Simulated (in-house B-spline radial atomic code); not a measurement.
Inner levels of lead as electrons are removed. A shift is the extra binding of the orbital against the neutral atom ([Xe] 4f14 5d10 6s2 6p2). The density at the nucleus is averaged over the nuclear charge. Computed with a B-spline radial code for spherical atoms: Dirac-Hartree-Fock, average of the configuration, finite nuclei.

```tsv
ion	configuration	shift of 1s1/2 (eV)	radius of 1s1/2 (bohr)	Σ<r²> (bohr²)	change of density at nucleus (bohr⁻³)
Pb61+	[Ar] 3d3	4485.86	0.016052	0.36467	-10507.3
Pb62+	[Ar] 3d2	?	?	?	?
Pb63+	[Ar] 3d1	4896.95	0.016052	0.3088	-7922.2
Pb64+	[Ne] 3s2 3p6	5106.17	0.016052	0.28193	-6596.92
Pb65+	[Ne] 3s2 3p5	5328.21	0.01605	0.24959	-6217.6
Pb66+	[Ne] 3s2 3p4	5552.31	0.016048	0.21781	-5842.95
Pb67+	[Ne] 3s2 3p3	5778.48	0.016046	0.18657	-5473.56
Pb68+	[Ne] 3s2 3p2	6006.72	0.016044	0.15588	-5109.53
Pb69+	[Ne] 3s2 3p1	6237.02	0.016042	0.12572	-4751.28
Pb70+	[Ne] 3s2	6469.39	0.016039	0.096073	-4399.12
Pb71+	[Ne] 3s1	6695.27	0.016038	0.066473	-46894.9
Pb72+	[He] 2s2 2p6	6922.89	0.016037	0.037298	-90140.4
Pb73+	[He] 2s2 2p5	?	?	?	?
Pb74+	[He] 2s2 2p4	8009.65	0.016018	0.027971	-89913.4
Pb75+	[He] 2s2 2p3	8560.79	0.016009	0.023469	-89879.1
Pb76+	[He] 2s2 2p2	9117.11	0.015999	0.019072	-89900.3
Pb77+	[He] 2s2 2p1	9678.61	0.015989	0.014777	-89978.9
Pb78+	[He] 2s2	10245.3	0.015978	0.010581	-90117.2
Pb79+	[He] 2s1	?	?	?	?
Pb80+	1s2	11289.5	0.01597	0.00070623	-425426
Pb81+	1s1	12917	0.015881	0.00034904	-1.43435e+06
```

Fill in the row of Pb62+.

shift of 1s1/2 (eV): 4690.18; radius of 1s1/2 (bohr): 0.016052; Σ<r²> (bohr²): 0.33637; change of density at nucleus (bohr⁻³): -9225.79.

Fill in the row of Pb73+.

shift of 1s1/2 (eV): 7463.68; radius of 1s1/2 (bohr): 0.016028; Σ<r²> (bohr²): 0.032579; change of density at nucleus (bohr⁻³): -90001.2.

Fill in the row of Pb79+.

shift of 1s1/2 (eV): 10765.6; radius of 1s1/2 (bohr): 0.015977; Σ<r²> (bohr²): 0.0056043; change of density at nucleus (bohr⁻³): -256311.
